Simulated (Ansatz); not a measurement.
Ansatz (a first-principles code) input (B3LYP-D3(BJ)/def2-TZVP):

Ansatz 0.2 input:
```yaml
crystal:
  periodic: [false, false, false]
  atoms:
    - {symbol: C, position_ang: [-1.37218807, -0.26594811, 1.24145742]}
    - {symbol: C, position_ang: [-0.76315994, -0.31596982, -0.12089701]}
    - {symbol: C, position_ang: [-1.01720872, 0.99648997, -0.87164152]}
    - {symbol: C, position_ang: [-1.36868695, -1.48929042, -0.91150586]}
    - {symbol: C, position_ang: [0.77628659, -0.57095879, -0.01261059]}
    - {symbol: C, position_ang: [1.53224643, 0.47817830, 0.73712162]}
    - {symbol: C, position_ang: [2.50128479, 1.22797364, 0.22795037]}
    - {symbol: H, position_ang: [-1.61069125, 0.67364290, 1.72032302]}
    - {symbol: H, position_ang: [-1.48975498, -1.17442679, 1.81870195]}
    - {symbol: H, position_ang: [-2.08825605, 1.16475232, -0.99715550]}
    - {symbol: H, position_ang: [-0.59684758, 1.84649046, -0.33337583]}
    - {symbol: H, position_ang: [-0.55844764, 0.97007634, -1.86250912]}
    - {symbol: H, position_ang: [-2.44431729, -1.35668835, -1.03705516]}
    - {symbol: H, position_ang: [-1.20239901, -2.43647824, -0.39404979]}
    - {symbol: H, position_ang: [-0.91506771, -1.56090301, -1.90279131]}
    - {symbol: H, position_ang: [0.91584398, -1.53855372, 0.48142204]}
    - {symbol: H, position_ang: [1.18095320, -0.66565267, -1.02465207]}
    - {symbol: H, position_ang: [1.24432558, 0.62116599, 1.77515796]}
    - {symbol: H, position_ang: [3.01742302, 1.97194305, 0.82130502]}
    - {symbol: H, position_ang: [2.81579093, 1.12178313, -0.80456798]}
basis:
  gaussian:
    orbitals: def2-TZVP
hamiltonian:
  xc: b3lyp
  dispersion: d3bj
magnetization: {spin_polarized: true, initial_magnetization: 1}
phonons: {temperatures: {t_min: 298.15, t_max: 298.15, t_step: 100}}
```

Output:

```
Functional definition: B3LYP
integrals: 0.29 GiB planned
1832 factors; their error is unknown
0.41 GiB of the device are held for the grids
2.03 GiB of device memory are held for the factors and their scratch space
mean field: 2.54 GiB planned
mean field evaluation 1: about -7454.1925 eV, gradient 6.1e1 eV
mean field evaluation 2: about -7440.6086 eV, gradient 7.8e1 eV
mean field evaluation 4: about -7472.0046 eV, gradient 6.5e0 eV
mean field evaluation 8: about -7472.1477 eV, gradient 5.4e-1 eV
mean field evaluation 16: about -7472.1487 eV, gradient 9.4e-5 eV
mean field -7472.14865724 eV, -274.5963983495 hartree, gradient 3.0e-5 eV, S^2 0.753945; 0 other end points of the search recorded, 0 dependent functions left out
the calculation of the forces begins
reference -7472.14899328 eV, -274.5964106986 hartree; 28, 27 occupied and 267, 268 virtual orbitals, 1832 factors
these checks for a lower state are left out or cut short: stability, starts, cluster_reference, orbital_swaps, neighbouring_geometries, increment
integrals: 0.29 GiB planned
1832 factors; their error is unknown
0.41 GiB of the device are held for the grids
2.03 GiB of device memory are held for the factors and their scratch space
mean field: 2.55 GiB planned
mean field -7472.14854915 eV, -274.5963943772 hartree, gradient 2.0e-6 eV, S^2 0.753949; 0 other end points of the search recorded, 0 dependent functions left out
the calculation of the forces begins
reference -7472.14888520 eV, -274.5964067268 hartree; 28, 27 occupied and 267, 268 virtual orbitals, 1832 factors
these checks for a lower state are left out or cut short: stability, starts, cluster_reference, orbital_swaps, neighbouring_geometries, increment
integrals: 0.29 GiB planned
1832 factors; their error is unknown
0.41 GiB of the device are held for the grids
2.03 GiB of device memory are held for the factors and their scratch space
mean field: 2.55 GiB planned
mean field evaluation 32: about -7472.1487 eV, gradient 2.0e-6 eV
mean field -7472.14868171 eV, -274.5963992485 hartree, gradient 2.0e-6 eV, S^2 0.753940; 0 other end points of the search recorded, 0 dependent functions left out
the calculation of the forces begins
reference -7472.14901773 eV, -274.5964115972 hartree; 28, 27 occupied and 267, 268 virtual orbitals, 1832 factors
these checks for a lower state are left out or cut short: stability, starts, cluster_reference, orbital_swaps, neighbouring_geometries, increment
integrals: 0.29 GiB planned
1832 factors; their error is unknown
0.41 GiB of the device are held for the grids
2.03 GiB of device memory are held for the factors and their scratch space
mean field: 2.55 GiB planned
mean field -7472.14845122 eV, -274.5963907781 hartree, gradient 3.3e-6 eV, S^2 0.753945; 0 other end points of the search recorded, 0 dependent functions left out
the calculation of the forces begins
reference -7472.14878726 eV, -274.5964031276 hartree; 28, 27 occupied and 267, 268 virtual orbitals, 1832 factors
these checks for a lower state are left out or cut short: stability, starts, cluster_reference, orbital_swaps, neighbouring_geometries, increment
integrals: 0.29 GiB planned
1832 factors; their error is unknown
0.41 GiB of the device are held for the grids
2.03 GiB of device memory are held for the factors and their scratch space
mean field: 2.55 GiB planned
mean field -7472.14847961 eV, -274.5963918213 hartree, gradient 2.0e-6 eV, S^2 0.753945; 0 other end points of the search recorded, 0 dependent functions left out
[...]
1832 factors; their error is unknown
0.41 GiB of the device are held for the grids
2.03 GiB of device memory are held for the factors and their scratch space
mean field: 2.54 GiB planned
mean field -7472.14861949 eV, -274.5963969619 hartree, gradient 2.0e-6 eV, S^2 0.753945; 0 other end points of the search recorded, 0 dependent functions left out
the calculation of the forces begins
reference -7472.14895558 eV, -274.5964093130 hartree; 28, 27 occupied and 267, 268 virtual orbitals, 1832 factors
these checks for a lower state are left out or cut short: stability, starts, cluster_reference, orbital_swaps, neighbouring_geometries, increment
integrals: 0.29 GiB planned
1832 factors; their error is unknown
0.41 GiB of the device are held for the grids
2.03 GiB of device memory are held for the factors and their scratch space
mean field: 2.55 GiB planned
mean field evaluation 800: about -7472.1486 eV, gradient 7.7e-3 eV
mean field -7472.14858412 eV, -274.5963956621 hartree, gradient 2.0e-6 eV, S^2 0.753945; 0 other end points of the search recorded, 0 dependent functions left out
the calculation of the forces begins
reference -7472.14892010 eV, -274.5964080092 hartree; 28, 27 occupied and 267, 268 virtual orbitals, 1832 factors
these checks for a lower state are left out or cut short: stability, starts, cluster_reference, orbital_swaps, neighbouring_geometries, increment
integrals: 0.29 GiB planned
1832 factors; their error is unknown
0.41 GiB of the device are held for the grids
2.03 GiB of device memory are held for the factors and their scratch space
mean field: 2.54 GiB planned
mean field -7472.14862103 eV, -274.5963970187 hartree, gradient 2.0e-6 eV, S^2 0.753945; 0 other end points of the search recorded, 0 dependent functions left out
the calculation of the forces begins
reference -7472.14895708 eV, -274.5964093682 hartree; 28, 27 occupied and 267, 268 virtual orbitals, 1832 factors
these checks for a lower state are left out or cut short: stability, starts, cluster_reference, orbital_swaps, neighbouring_geometries, increment
integrals: 0.29 GiB planned
1832 factors; their error is unknown
0.41 GiB of the device are held for the grids
2.03 GiB of device memory are held for the factors and their scratch space
mean field: 2.55 GiB planned
mean field -7472.14860654 eV, -274.5963964861 hartree, gradient 2.0e-6 eV, S^2 0.753945; 0 other end points of the search recorded, 0 dependent functions left out
the calculation of the forces begins
reference -7472.14894257 eV, -274.5964088349 hartree; 28, 27 occupied and 267, 268 virtual orbitals, 1832 factors
these checks for a lower state are left out or cut short: stability, starts, cluster_reference, orbital_swaps, neighbouring_geometries, increment
integrals: 0.29 GiB planned
1832 factors; their error is unknown
0.41 GiB of the device are held for the grids
2.03 GiB of device memory are held for the factors and their scratch space
mean field: 2.55 GiB planned
mean field -7472.14867797 eV, -274.5963991111 hartree, gradient 2.0e-6 eV, S^2 0.753945; 0 other end points of the search recorded, 0 dependent functions left out
the calculation of the forces begins
reference -7472.14901403 eV, -274.5964114610 hartree; 28, 27 occupied and 267, 268 virtual orbitals, 1832 factors
these checks for a lower state are left out or cut short: stability, starts, cluster_reference, orbital_swaps, neighbouring_geometries, increment
integrals: 0.29 GiB planned
1832 factors; their error is unknown
0.41 GiB of the device are held for the grids
2.03 GiB of device memory are held for the factors and their scratch space
mean field: 2.55 GiB planned
mean field -7472.14859701 eV, -274.5963961359 hartree, gradient 2.0e-6 eV, S^2 0.753945; 0 other end points of the search recorded, 0 dependent functions left out
the calculation of the forces begins
reference -7472.14893303 eV, -274.5964084842 hartree; 28, 27 occupied and 267, 268 virtual orbitals, 1832 factors
these checks for a lower state are left out or cut short: stability, starts, cluster_reference, orbital_swaps, neighbouring_geometries, increment
integrals: 0.29 GiB planned
1832 factors; their error is unknown
0.41 GiB of the device are held for the grids
2.03 GiB of device memory are held for the factors and their scratch space
mean field: 2.55 GiB planned
mean field evaluation 832: about -7472.1962 eV, gradient 6.4e-4 eV
mean field -7472.14865765 eV, -274.5963983644 hartree, gradient 2.0e-6 eV, S^2 0.753945; 0 other end points of the search recorded, 0 dependent functions left out
the calculation of the forces begins
reference -7472.14899368 eV, -274.5964107133 hartree; 28, 27 occupied and 267, 268 virtual orbitals, 1832 factors
these checks for a lower state are left out or cut short: stability, starts, cluster_reference, orbital_swaps, neighbouring_geometries, increment
integrals: 0.29 GiB planned
1832 factors; their error is unknown
0.41 GiB of the device are held for the grids
2.03 GiB of device memory are held for the factors and their scratch space
mean field: 2.55 GiB planned
mean field -7472.14863116 eV, -274.5963973908 hartree, gradient 2.0e-6 eV, S^2 0.753945; 0 other end points of the search recorded, 0 dependent functions left out
the calculation of the forces begins
reference -7472.14896720 eV, -274.5964097402 hartree; 28, 27 occupied and 267, 268 virtual orbitals, 1832 factors
these checks for a lower state are left out or cut short: stability, starts, cluster_reference, orbital_swaps, neighbouring_geometries, increment
integrals: 0.29 GiB planned
1832 factors; their error is unknown
0.41 GiB of the device are held for the grids
2.03 GiB of device memory are held for the factors and their scratch space
mean field: 2.55 GiB planned
mean field -7472.14855140 eV, -274.5963944596 hartree, gradient 2.0e-6 eV, S^2 0.753945; 0 other end points of the search recorded, 0 dependent functions left out
the calculation of the forces begins
reference -7472.14888739 eV, -274.5964068072 hartree; 28, 27 occupied and 267, 268 virtual orbitals, 1832 factors
these checks for a lower state are left out or cut short: stability, starts, cluster_reference, orbital_swaps, neighbouring_geometries, increment
integrals: 0.29 GiB planned
1832 factors; their error is unknown
0.41 GiB of the device are held for the grids
2.03 GiB of device memory are held for the factors and their scratch space
mean field: 2.55 GiB planned
mean field -7472.14856718 eV, -274.5963950395 hartree, gradient 2.0e-6 eV, S^2 0.753945; 0 other end points of the search recorded, 0 dependent functions left out
the calculation of the forces begins
reference -7472.14890325 eV, -274.5964073901 hartree; 28, 27 occupied and 267, 268 virtual orbitals, 1832 factors
Total energy: -7472.97576032 eV, -274.6267938269 hartree
Atom 0 at    -1.372188    -0.265948     1.241457 Å, force     0.000914    -0.001881    -0.001259 eV/Å
Atom 1 at    -0.763160    -0.315970    -0.120897 Å, force    -0.001666     0.000663     0.001161 eV/Å
Atom 2 at    -1.017209     0.996490    -0.871642 Å, force     0.000237    -0.000212    -0.000293 eV/Å
Atom 3 at    -1.368687    -1.489290    -0.911506 Å, force    -0.000165    -0.000930    -0.000071 eV/Å
Atom 4 at     0.776287    -0.570959    -0.012611 Å, force    -0.000155     0.000767    -0.000881 eV/Å
Atom 5 at     1.532246     0.478178     0.737122 Å, force    -0.000969    -0.000312    -0.000190 eV/Å
Atom 6 at     2.501285     1.227974     0.227950 Å, force    -0.000906     0.000687    -0.001923 eV/Å
Atom 7 at    -1.610691     0.673643     1.720323 Å, force    -0.000143     0.001940     0.000323 eV/Å
Atom 8 at    -1.489755    -1.174427     1.818702 Å, force    -0.000035    -0.000410     0.000261 eV/Å
Atom 9 at    -2.088256     1.164752    -0.997155 Å, force    -0.000010    -0.000245     0.000170 eV/Å
Atom 10 at    -0.596848     1.846490    -0.333376 Å, force     0.000138     0.000427     0.000153 eV/Å
Atom 11 at    -0.558448     0.970076    -1.862509 Å, force    -0.000227    -0.000130    -0.000072 eV/Å
Atom 12 at    -2.444317    -1.356688    -1.037055 Å, force     0.000021     0.000209    -0.000071 eV/Å
Atom 13 at    -1.202399    -2.436478    -0.394050 Å, force    -0.000006     0.000280    -0.000305 eV/Å
Atom 14 at    -0.915068    -1.560903    -1.902791 Å, force     0.000116     0.000039     0.000076 eV/Å
Atom 15 at     0.915844    -1.538554     0.481422 Å, force     0.000170    -0.000107     0.000728 eV/Å
Atom 16 at     1.180953    -0.665653    -1.024652 Å, force     0.000186     0.000335     0.000059 eV/Å
Atom 17 at     1.244326     0.621166     1.775158 Å, force     0.001330    -0.000641     0.000289 eV/Å
Atom 18 at     3.017423     1.971943     0.821305 Å, force    -0.000262     0.000496     0.000896 eV/Å
Atom 19 at     2.815791     1.121783    -0.804568 Å, force     0.001432    -0.000975     0.000949 eV/Å
Dipole moment:    -0.024478    -0.040100    -0.025510 e Å
Vibrations: 74.22 96.99 109.98 221.13 237.70 270.06 302.27 337.37 376.31 413.92 438.47 447.86 551.35 640.28 782.74 883.47 913.27 919.74 949.87 957.40 964.03 982.35 1036.43 1049.78 1106.98 1187.61 1211.06 1232.13 1314.01 1320.31 1339.96 1398.53 1416.11 1454.72 1466.07 1478.81 1486.35 1492.76 1502.13 1511.10 1708.24 3007.51 3025.04 3032.85 3049.17 3086.92 3091.88 3097.69 3105.33 3128.48 3134.31 3137.54 3212.94 3239.12 cm⁻¹, zero-point energy 4.831208 eV
```

It need not be the lowest isomer of its formula.
